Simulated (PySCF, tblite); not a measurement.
Isomers of C6H9ClSi. Level: GFN2-xTB in tblite, geometry and Hessian alike; calculated harmonic values, unscaled, isolated species. This tight-binding method is rough: wavenumbers can miss measured ones by several per cent, in bad cases by 10 to 20. Modes of hydrogen on silicon can be 10 to 20 % off. One conformer each.

Electronic energies: PBE0/pcSseg-1 single points on the GFN2-xTB geometries (PySCF, gas phase).

```json
{"SMILES": "C=C/C=C(/C=C)[SiH2]Cl", "electronic energy, lowest = 0 (kJ/mol)": "0.0"}
{"SMILES": "C=C1[SiH2][C@@H](Cl)/C1=C/C", "electronic energy, lowest = 0 (kJ/mol)": "132.9"}
{"SMILES": "C=C[C@H]1CC([SiH3])=C1Cl", "electronic energy, lowest = 0 (kJ/mol)": "162.8"}
{"SMILES": "C=C1[SiH2][C@H](Cl)/C1=C\\C", "electronic energy, lowest = 0 (kJ/mol)": "131.8"}
{"SMILES": "C=C1C[Si@H]1C1(Cl)CC1", "electronic energy, lowest = 0 (kJ/mol)": "218.9"}
{"SMILES": "CC#C[C@H]1C[Si@@H](Cl)C1", "electronic energy, lowest = 0 (kJ/mol)": "21.9"}
```

Question: How do GFN2-xTB zero-point energies change the relative energies?

Answer: 
| SMILES | ZPE (kJ/mol) | of it from modes above 1550 cm⁻¹ | electronic (kJ/mol) | with ZPE, lowest = 0 (kJ/mol) | lowest mode (cm⁻¹) | rings |
| --- | --- | --- | --- | --- | --- | --- |
| C=C/C=C(/C=C)[SiH2]Cl | 324.9 | 185.3 | 0.0 | 0.0 | 13 | 0 |
| CC#C[C@H]1C[Si@@H](Cl)C1 | 335.8 | 171.4 | 21.9 | 32.9 | 16i | 1 |
| C=C1[SiH2][C@H](Cl)/C1=C\C | 325.8 | 174.7 | 131.8 | 132.7 | 38 | 1 |
| C=C1[SiH2][C@@H](Cl)/C1=C/C | 326.4 | 174.7 | 132.9 | 134.4 | 42 | 1 |
| C=C[C@H]1CC([SiH3])=C1Cl | 321.0 | 169.9 | 162.8 | 158.9 | 31 | 1 |
| C=C1C[Si@H]1C1(Cl)CC1 | 332.0 | 171.6 | 218.9 | 226.0 | 26 | 2 |

The zero-point energies span 14.8 kJ/mol, from `C=C[C@H]1CC([SiH3])=C1Cl` to `CC#C[C@H]1C[Si@@H](Cl)C1`. Slightly imaginary modes are left out of the zero-point energy: `CC#C[C@H]1C[Si@@H](Cl)C1` 15.8i cm⁻¹. The order is unchanged.

Question: And how do the electronic energies of GFN2-xTB itself compare?

Answer: `C=C/C=C(/C=C)[SiH2]Cl` 4.4; `CC#C[C@H]1C[Si@@H](Cl)C1` 0.0; `C=C1[SiH2][C@H](Cl)/C1=C\C` 98.5; `C=C1[SiH2][C@@H](Cl)/C1=C/C` 104.0; `C=C[C@H]1CC([SiH3])=C1Cl` 88.1; `C=C1C[Si@H]1C1(Cl)CC1` 231.7 kJ/mol, lowest = 0. Against the energies above, taken from the same isomer `C=C/C=C(/C=C)[SiH2]Cl`, the largest difference is 79.1 kJ/mol.

Question: What do entropy and thermal enthalpy add at 298.15 K and 1 bar (rigid rotor, harmonic oscillator, one conformer each)?

Answer: 
```tsv
SMILES	point group	symmetry number	S (J/(mol K))	H − H(0) (kJ/mol)	ZPE + H − H(0) − TS (kJ/mol)
C=C1[SiH2][C@H](Cl)/C1=C\C	C1	1	412.9	28.91	231.6
C=C1[SiH2][C@@H](Cl)/C1=C/C	C1	1	408.3	28.56	233.2
C=C[C@H]1CC([SiH3])=C1Cl	C1	1	425.7	29.17	223.2
C=C1C[Si@H]1C1(Cl)CC1	C1	1	415.0	28.41	236.6
```

Not tabulated: `C=C/C=C(/C=C)[SiH2]Cl` (lowest mode only 13 cm⁻¹); `CC#C[C@H]1C[Si@@H](Cl)C1` (lowest mode only 16i cm⁻¹).
